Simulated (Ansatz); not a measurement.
C$_{2}$H$_{2}$F$_{3}$O$_{2}$ (SMILES OC(=[OH+])C(F)(F)F), charge +1, singlet, at a GFN2-xTB geometry; LC-WPBE/STO-3G (Ansatz, a program for electronic structure).

Ansatz was given this input:
Ansatz 0.2 input:
```yaml
crystal:
  periodic: [false, false, false]
  atoms:
    - {symbol: O, position_ang: [1.60853260, -0.88459897, 0.02028416]}
    - {symbol: C, position_ang: [0.90805593, 0.14957858, -0.08119017]}
    - {symbol: O, position_ang: [1.25456321, 1.33780754, -0.27055162]}
    - {symbol: C, position_ang: [-0.66666345, -0.09815298, 0.05643252]}
    - {symbol: F, position_ang: [-1.30533713, 1.03736901, -0.08535804]}
    - {symbol: F, position_ang: [-0.89868137, -0.60744521, 1.24860373]}
    - {symbol: F, position_ang: [-1.03378219, -0.94934942, -0.87846494]}
    - {symbol: H, position_ang: [2.59287415, -0.88028630, -0.04247575]}
    - {symbol: H, position_ang: [2.19421086, 1.62089485, -0.36986561]}
basis:
  gaussian:
    orbitals: STO-3G
hamiltonian:
  xc: lc_wpbe
total_charge: 1
```

**Question.** Predict the main parts of the log of this Ansatz run.

**Answer.** 
```
Functional definition: LC-wPBE
548 factors; integrals over basis functions are off by at most 3.7e-5 eV
190 factors; integrals over basis functions are off by at most 2.4e-6 eV
mean field evaluation 1: about -14127.3292 eV, gradient 4.5e1 eV
mean field evaluation 2: about -14131.0078 eV, gradient 3.4e1 eV
mean field evaluation 4: about -14133.6824 eV, gradient 8.0e-1 eV
mean field evaluation 8: about -14133.5836 eV, gradient 2.3e-2 eV
mean field evaluation 16: about -14133.5836 eV, gradient 6.8e-6 eV
mean field -14133.58359442 eV, -519.3996170080 hartree, gradient 6.8e-6 eV, S^2 0.000000; 0 other end points of the search recorded, 0 dependent functions left out
reference -14133.58359443 eV, -519.3996170081 hartree; 28, 28 occupied and 9, 9 virtual orbitals, 548 factors
Total energy: -14133.58359443 eV, -519.3996170081 hartree
```
